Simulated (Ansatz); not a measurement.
`C[SiH2][Te][SiH3]` + `[NH2][ZnH]` → `C[SiH2][NH][ZnH]` + `[SiH3][TeH]` at 500 K and 1 bar (ligand exchange at the Si–Te bond).

Calculated with Ansatz (gas phase, PBE0-D4/def2-TZVP geometries, no zero-point term in ΔE). CBS: MP2 limit from def2 TZ/QZ plus the TZ coupled-cluster correction, frozen cores. Elements past krypton have def2 core potentials. For Te, Zn outer-core shells are correlated without core-valence functions, which leaves a few kJ/mol of doubt a bond. Scalar relativity is left out up to krypton. Each species was taken in one conformer, which may not be the lowest.

```json
{"species": "`C[SiH2][Te][SiH3]`", "CCSD(T)/CBS energy (Eh)": "-888.79691", "H − E (kJ/mol)": "263.8", "S (J/(mol·K))": "479.3"}
{"species": "`[NH2][ZnH]`", "CCSD(T)/CBS energy (Eh)": "-1834.88092", "H − E (kJ/mol)": "106.3", "S (J/(mol·K))": "294.3"}
{"species": "`C[SiH2][NH][ZnH]`", "CCSD(T)/CBS energy (Eh)": "-2164.46335", "H − E (kJ/mol)": "247.7", "S (J/(mol·K))": "425.8"}
{"species": "`[SiH3][TeH]`", "CCSD(T)/CBS energy (Eh)": "-559.21313", "H − E (kJ/mol)": "112.6", "S (J/(mol·K))": "337.4"}
```

H − E and S are ideal-gas, rigid-rotor, harmonic terms from PBE0-D4/def2-TZVP, for one conformer and one mirror image of each species. 1 Eh = 2625.50 kJ/mol, R = 8.31446 J/(mol·K).

Problem. By hand: ΔE, ΔH, ΔS and ΔG.

Solution. ΔE = (-2164.46335) + (-559.21313) − (-888.79691) − (-1834.88092) = 0.00135 Eh = 3.5 kJ/mol. Δ(H − E) = 247.7 + 112.6 − 263.8 − 106.3 = -9.8, so ΔH = -6.3 kJ/mol. ΔS = 425.8 + 337.4 − 479.3 − 294.3 = -10.4 J/(mol·K). ΔG = -6.3 − 500 × (-10.4)/1000 = -1.1 kJ/mol.

Problem. By hand: the equilibrium constant, and the temperature at which ΔG would vanish if ΔH and ΔS stayed fixed.

Solution. log₁₀ K = −ΔG/(RT ln 10) = 0.1. ΔG = 0 at ΔH/ΔS = 606 K, though so small a ΔH makes that figure unsure.

TΔS isn't small against ΔH here. The sign of ΔG lies within the doubt. A doubt of 5 kJ/mol in ΔE shifts log₁₀ K by 0.5 here. Other conformers and mirror images would add mixing entropy, several J/(mol·K) or more a flexible species. Modes under 60 cm⁻¹, often nearly free rotors, make the harmonic entropy too high. These are equilibria of isolated gas molecules and say nothing of rates. Largest T1 diagnostic: 0.016 (customary marks: 0.02 for closed shells, 0.045 for open ones).
